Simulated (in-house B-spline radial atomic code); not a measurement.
RPA and G0W0 on Hartree-Fock: the boron ion B²⁺

Configuration [He] 2s1, highest spin, mean-field start Hartree-Fock. Computed with a B-spline radial code for spherical atoms: all electrons, non-relativistic, point nucleus, each spin shell either full or empty, empty states to l = 9 with an (l + 1/2)⁻⁴ tail; G0W0 by contour deformation at full frequency.

RPA overbinds a lone outer s electron by self-correlation, and G0W0 tends to as well.

Command:
```bash
python run_gw.py task.json out
```
Settings (radii: box in bohr, nucleus in fm):
```
Z                        5
electrons                3
configuration            [He] 2s1
hamiltonian              nr
method                   hf
lmax                     9
spin_polarised           True
box_radius               17.55
intervals                45
ion_configuration        1s2
```

Time taken, with all properties: 1.3 s on 1 thread of Arm Neoverse N1, on a shared host.

Energies (hartree):

| term | value |
| --- | --- |
| mean-field total | -23.37609 |
| Hartree-Fock functional on these orbitals | -23.37609 |
| direct second order | -0.11152 |
| second-order exchange | 0.065403 |
| SOSEX correction | 0.06073 |

Question: What is the RPA correlation energy, and what remains with SOSEX?

Answer: RPA gives -0.10452 hartree (-0.948 eV per electron); RPA + SOSEX gives -0.043794, and the second-order doubles (MP2) -0.046121 hartree. SOSEX takes back 58 % of the RPA value.

Quasi-particle levels (eV):

```csv
level,occupied,mean field,Σx - vxc,Σc,QP weight,G0W0
2s up,yes,-37.82,0.00,?,?,?
1s down,yes,-238.80,0.00,1.60,0.962,-237.20
1s up,yes,-240.54,0.00,1.96,0.955,-238.58
2s down,no,-23.163,0.00,-1.39,0.966,-24.554
```

G0W0 = mean field + (Σx - vxc) + Σc, with Σc (partial-wave tail included) taken at the quasi-particle energy.

Question: Where does G0W0 put 2s up?

Answer: At -38.67 eV, with Σc = -0.85 eV and a quasi-particle weight of 0.976. The tabulated removal energy is 37.931 eV (NIST, measured).

Question: What does it cost to remove one electron (to 1s2) by differences of total energies, each species on its own start (correlation terms add to the Hartree-Fock functional)?

Answer: Hartree-Fock functional 37.82 eV, + RPA 38.45 eV, + RPA + SOSEX 37.90 eV, + second order 37.91 eV. Tabulated: 37.931 eV (NIST, measured).
